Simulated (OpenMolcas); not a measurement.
# Os+: effect of the active space

- Program: OpenMolcas
- Method: CASSCF
- Basis: ANO-RCC-VQZP
- Scalar Hamiltonian: DKH2, point nucleus
- Spin-orbit coupling: state interaction with AMFI integrals over the reference wave functions, term energies averaged over their components

A. 7 electrons in 6 orbitals (5d 6s); 2S+1 = 6 even, 6 roots; 2S+1 = 4 even, 67 roots kept (CI in the orbitals of an earlier block); 2S+1 = 2 even, 93 roots kept (CI in the orbitals of an earlier block); cost of the order of 60 core-seconds
B. 7 electrons in 11 orbitals (5d 6s 6d); 2S+1 = 6 even, 6 roots; 2S+1 = 4 even, 35 roots kept (CI in the orbitals of an earlier block); 2S+1 = 2 even, 14 roots kept (CI in the orbitals of an earlier block); cost of the order of 40 core-minutes

Energies in eV above 5d⁶ 6s ⁶D_9/2, the measured ground level; measured values from NIST Handbook of Basic Atomic Spectroscopic Data.

```json
{"Level": "5d⁶ 6s ⁶D_9/2", "A": "0.0000", "B": "0.0000", "Measured": "0.0000"}
{"Level": "5d⁶ 6s ⁶D_7/2", "A": "0.4427", "B": "0.4138", "Measured": "0.4455"}
{"Level": "5d⁶ 6s ⁶D_5/2", "A": "0.5986", "B": "0.6028", "Measured": "0.4871"}
{"Level": "5d⁶ 6s ⁶D_3/2", "A": "0.7825", "B": "0.7633", "Measured": "0.6933"}
{"Level": "5d⁶ 6s ⁶D_1/2", "A": "0.9018", "B": "0.8524", "Measured": "0.8228"}
{"Level": "5d⁷ ⁴F_9/2", "A": "1.8462", "B": "1.1783", "Measured": ""}
{"Level": "5d⁷ ⁴F_5/2 [66 %]", "A": "2.4911", "B": "1.7801", "Measured": ""}
{"Level": "5d⁷ ⁴F_7/2 [62 %]", "A": "2.5039", "B": "1.6143", "Measured": ""}
```

Deviations, from unrounded energies. A percentage is the sum of absolute deviations over the sum of measured energies, with the sign that they share, or ± where signs differ.

| Against measurement | Levels | A | B |
| --- | --- | --- | --- |
| mean absolute deviation (cm-1) | 4 | 570 | 500 |
| fine structure of the ground term (%) | 4 | ±11.5 | ±10.1 |

B lies closest to measurement on these levels. The largest miss of B in the table is 5d⁶ 6s ⁶D_5/2, by +930 cm-1. The ranking rests on the paired levels alone, and a cruder setting can come out closer through cancelling errors.

The spin-orbit steps hold different terms of 5d⁶ 6s (B lacks among others a ²D, ²F, ²G, ²H, ²I), which shifts levels as well.

Between A and B the level of the table that moves most is 5d⁷ ⁴F_7/2 [62 %], by 7200 cm-1 (lowest in B, highest in A).

Without dynamic correlation excited terms often stand tens of per cent too high (terms of higher spin than the ground term too low), and those without a measured partner can miss by more than the paired ones. Terms from blocks run as CI alone lack orbitals of their own. Configurations are named by rounded mean occupations; where the s occupation lies near a half they are strongly mixed, a name can repeat and a true partner stay unpaired (holds for A). A single d shell beside an s shell can misplace configurations of different d count against each other (holds for A). Active for correlation alone: 6d; no level in the range computed is led by a configuration that fills it, so any true level of that kind is missing (holds for B). Measured partners are found by configuration, term and J. A level has none where our copy of the source lacks it or the pairing is in doubt (some pairs that miss far off the trend of their configuration count as doubtful), and it then counts in no deviation. Only configurations of the active space appear. Levels that lie high or do not pair safely by name in every column are left out.

A share in square brackets marks a mixed level and gives the weight of the term that names it, the lowest over the columns.
